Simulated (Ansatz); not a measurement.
Reactions of `[CH3][Ga]([CH3])[O][SiH3]`.

Calculated with Ansatz (gas phase, PBE0-D4/def2-TZVP geometries, no zero-point term in ΔE). CCSD(T)/CBS is the MP2 limit (def2-TZVPP, def2-QZVPP) plus CCSD(T) − MP2 in def2-TZVPP, frozen cores. This one scheme is used for every species. For Br, Ga, Ge outer-core shells are correlated without core-valence functions, which leaves a few kJ/mol of doubt a bond. Scalar relativity is left out up to krypton. Each species was taken in one conformer, which may not be the lowest.

Problem. Order these by ΔE at CCSD(T)/CBS, lowest first. (Best estimate.)
A. `[CH3][Ga]([CH3])[O][SiH3]` + `BCl` → `[CH3][Ga]([CH3])[BH]Cl` + silanol
B. `[CH3][Ga]([CH3])[O][SiH3]` + `C[C](=N)[GeH3]` → `C/[C]([GeH3])=[N]\[Ga]([CH3])[CH3]` + silanol
C. `[CH3][Ga]([CH3])[O][SiH3]` + `[SiH3]S` → `[SiH3][SiH2]S` + `[CH3][Ga]([CH3])[OH]`
D. `[CH3][Ga]([CH3])[O][SiH3]` + H₂O → `[CH3][Ga]([CH3])[OH]` + silanol
E. `[CH3][Ga]([CH3])[O][SiH3]` + `N[SiH](F)Br` → `F[SiH](Br)N[SiH3]` + `[CH3][Ga]([CH3])[OH]`
F. `[CH3][Ga]([CH3])[O][SiH3]` + `C[O][Ga]([OH])[SH]` → `C[O][Ga]([SH])[O][SiH3]` + `[CH3][Ga]([CH3])[OH]`

Solution. F (+1.4 kcal/mol), D (+5.6 kcal/mol), E (+12.1 kcal/mol), B (+14.5 kcal/mol), C (+24.6 kcal/mol), A (+27.0 kcal/mol).

Largest T1 diagnostic: 0.014, for `C[O][Ga]([OH])[SH]`.
